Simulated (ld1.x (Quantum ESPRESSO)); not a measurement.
Before and after: TM potential for manganese (Mn)

```json
{
  "Element": "manganese",
  "Generator": "ld1.x (Quantum ESPRESSO) 7.5",
  "Type": "norm-conserving Troullier–Martins (Kleinman–Bylander form)",
  "Functional": "PBE",
  "Relativity": "scalar-relativistic",
  "Frozen core": "[Ne] 3s2",
  "Valence charge": "13",
  "Reference configuration": "3p6 3d5 4s1 4p0 (charge +1)",
  "Partial waves": "3p (bound): rc 1.05 bohr; 3d (bound): rc 1.10 bohr; 4s (bound): rc 1.65 bohr",
  "Local potential": "the s channel",
  "Core correction": "none"
}
```

All-electron outer shells of the reference configuration (PBE, scalar-relativistic, ld1.x):

| shell | level (eV) | outermost node (bohr) | outermost maximum (bohr) |
| --- | --- | --- | --- |
| 3s | -94.10 | 0.34 | 0.74 |
| 3p | -62.83 | 0.31 | 0.75 |
| 3d | -14.91 | – | 0.76 |
| 4s | -11.88 | 1.05 | 2.38 |
| 4p | -7.19 | 1.15 | 2.95 |

Change: core correction a·sin(br)/r model core inside 1.12 bohr.

Cutoffs: the cutoffs (Ry, on a coarse ladder) from which the occupation-weighted sum of valence levels, in a spherical-Bessel basis at the reference potential, stays within 10 and 1 mRy of its value at 400 Ry; they do not see the model core or the augmentation charge, which bear on the density cutoff. Errors are all-electron minus pseudo energies relative to the spin-unpolarised reference configuration.

What does the change do?

The potential gets neither clearly harder nor softer (160 Ry and 200 Ry → 160 Ry and 200 Ry); of the 7 tests that both files solve, the error grows in 2 and shrinks in 1 by more than 15 % and 0.3 meV (median size 255.6 → 299.7 meV); neither file shows a bound ghost at the reference potential, the only one tested. A model core, the more so a compact one, raises the density cutoff, which this test does not measure.

```tsv
quantity	base	changed
cutoff, loose	160 Ry	160 Ry
cutoff, tight	200 Ry	200 Ry
bound ghosts	none	none
error for 3p6 3d5 4s2 4p0, meV [ΔE -8.42 eV]	+4.3	+1.5
error for 3p6 3d5 4s0 4p0, meV [ΔE 15.60 eV]	+3.6	-6.7
error for 3p6 3d4 4s0 4p0, meV [ΔE 48.12 eV]	-256	-300
error for 3p6 3d4 4s2 4p1, meV [ΔE -0.61 eV]	-920	-930
error for 3p6 3d3 4s0 4p0, meV [ΔE 98.88 eV]	-1158	-1285
error for 3p5 3d5 4s2 4p0, meV [ΔE 53.56 eV]	-229	-238
error for 3p6 3d5 4s0 4p1, meV [ΔE 4.74 eV]	-895	-898
s: phases at 1.80 bohr within 0.05 rad from the reference energy up to (Ry; the scan ends near 5)	-0.2	-0.2
p: phases at 1.80 bohr within 0.05 rad from the reference energy up to (Ry; the scan ends near 5)	-2.4	-2.4
d: phases at 1.80 bohr within 0.05 rad from the reference energy up to (Ry; the scan ends near 5)	0.1	0.1
```

Base: These tests converged, but a pseudo level misses the all-electron one widely, so the file describes the atom poorly there or has found another state: 3p6 3d4 4s0 4p0: empty 4p by 2.4 eV (a node warning on the way); 3p6 3d3 4s0 4p0: empty 4p by 3.9 eV. Changed file: These tests converged, but a pseudo level misses the all-electron one widely, so the file describes the atom poorly there or has found another state: 3p6 3d4 4s0 4p0: empty 4p by 2.4 eV (a node warning on the way); 3p6 3d3 4s0 4p0: empty 4p by 3.9 eV.
